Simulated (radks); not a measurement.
The numbers below are computed, except where a source is named.
Neutral caesium inside a hard spherical wall (all orbitals vanish at R), configuration held at [Xe] 6s1 and not refilled when levels cross. Level of theory: scalar-relativistic Kohn-Sham, PBE, spin-polarised, spherical densities, point nucleus; open shells are filled with parallel spins first (spin-orbit coupling, left out, can overturn this in heavy ions) (a radial shooting solver on a logarithmic mesh with Libxc functionals). Eigenvalues in eV for spin up, with the zero of energy where the potential of the charges vanishes at infinity; a dash marks a level that is unbound or too diffuse for the functional's potential to be trusted. A positive occupied level is held by the wall or, in an anion where self-interaction has pushed it up, behind a barrier. The pressure on the wall is -dE/dV.

| R (bohr) | E (hartree) | kinetic (hartree) | e(4d) | e(5s) | e(5p) | e(6s) | e(6p, empty) | e(5d, empty) | pressure (GPa) |
|---|---|---|---|---|---|---|---|---|---|
| free | -7786.9347 | 8204.681 | -74.205 | -26.705 | -13.513 | -2.268 | -0.868 | -0.519 | 0 |
| 10 | -7786.9266 | 8204.727 | -73.794 | -26.304 | -13.125 | -1.872 | 0.068 | 0.000 | 0.128 |
| 6 | -7786.7982 | 8205.218 | -71.917 | -24.600 | -11.534 | 2.209 | 6.739 | 2.652 | 7.24 |
| 4 | -7785.9237 | 8208.749 | -65.069 | -19.307 | -6.047 | 21.144 | 31.417 | 11.830 | 184 |
| 3 | -7782.8273 | 8220.128 | -51.091 | -7.326 | 8.068 | 66.350 | 83.448 | 32.726 | 1680 |
| 2.5 | -7777.4519 | 8238.072 | -36.232 | 9.587 | 28.437 | 126.18 | 148.98 | 60.744 | 6350 |
| 2 | -7761.8705 | 8287.431 | -7.575 | 54.182 | 80.795 | 262.46 | 293.57 | 126.56 | 31200 |
| 1.5 | -7704.4570 | 8457.202 | 65.355 | 207.81 | 250.45 | 637.29 | 678.69 | 314.62 | 230000 |
